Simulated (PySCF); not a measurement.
**Question.** Write Cartesian coordinates for `C1C[CH]1[GeH2][CH]1CC1` as optimised with PBE0-D3(BJ)/def2-SVP.

**Answer.** 
```
atom  x, y, z in Å
C1     2.061    0.364   -1.101
C2     2.861    0.538    0.150
C3     1.736   -0.463    0.116
Ge4    0.093   -0.142    1.098
C5    -1.444   -0.902    0.189
C6    -2.059   -0.179   -0.982
C7    -2.806   -0.269    0.310
H8     1.371    1.165   -1.388
H9     2.531   -0.138   -1.951
H10    3.886    0.157    0.167
H11    2.724    1.459    0.726
H12    2.042   -1.514    0.068
H13    0.206   -0.708    2.531
H14   -0.117    1.390    1.170
H15   -1.436   -1.995    0.116
H16   -2.410   -0.777   -1.828
H17   -1.646    0.793   -1.271
H18   -2.909    0.640    0.912
H19   -3.674   -0.932    0.361
```

Orientation and origin are arbitrary. Atoms count from 1 in this order. Ge4 (germanium bonded to 2 C and 2 H) is tetrahedral (angles from 107.6° to 111.7°). The 3-membered ring C1–C2–C3 has internal angles of 59.5° to 60.3°. The 3-membered ring C5–C6–C7 has internal angles of 59.5° to 60.3°.

Bonds between heavy atoms (Å): C1–C2 1.495, C2–C3 1.507, C3–Ge4 1.941, Ge4–C5 1.940, C5–C6 1.507, C6–C7 1.495, C1–C3 1.507, C5–C7 1.506.

Method: PySCF 2.14.0, PBE0-D3(BJ)/def2-SVP geometry optimisation, gas phase.

No PBE0-D3(BJ)/def2-SVP frequencies stand behind this structure, so it isn't proved a minimum. The numbers are those of one conformer (C2–C3–Ge4–C5 147°, C3–Ge4–C5–C6 -79°).
